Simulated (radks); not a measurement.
The nuclear charge of the carbon ion C+ is varied continuously with 5 electrons held in [He] 2s2 2p1. Method: scalar-relativistic Kohn-Sham, LDA (Slater exchange, Perdew-Wang correlation), spin-polarised, spherical densities, point nucleus; open shells are filled with parallel spins first; computed with a radial shooting solver on a logarithmic mesh with Libxc functionals. By the Hellmann-Feynman theorem dE/dZ = E(electron-nucleus)/Z, the electronic potential at the nucleus. The scalar-relativistic energy here is not variational (the density holds large components alone), so the two differ by a part that grows with Z.

| Z | E (hartree) | E(electron-nucleus)/Z (hartree) | HOMO | e(HOMO) (eV) | <r> HOMO (bohr) |
|---|---|---|---|---|---|
| 5 | -24.35988 | -11.3093 | 2p | -4.096 | 2.233 |
| 5.25 | -27.27379 | -12.0013 | 2p | -6.844 | 1.969 |
| 5.5 | -30.36060 | -12.6925 | 2p | -10.053 | 1.769 |
| 5.75 | -33.62016 | -13.3831 | 2p | -13.714 | 1.609 |
| 6 | -37.05235 | -14.0735 | 2p | -17.819 | 1.479 |
| 6.25 | -40.65712 | -14.7636 | 2p | -22.364 | 1.369 |
| 6.5 | -44.43443 | -15.4537 | 2p | -27.347 | 1.276 |
| 6.75 | -48.38428 | -16.1437 | 2p | -32.765 | 1.195 |
| 7 | -52.50666 | -16.8338 | 2p | -38.616 | 1.124 |

The central difference of E at Z = 6 is -14.074 hartree, to compare with the third column; the second derivative is -2.76 hartree.
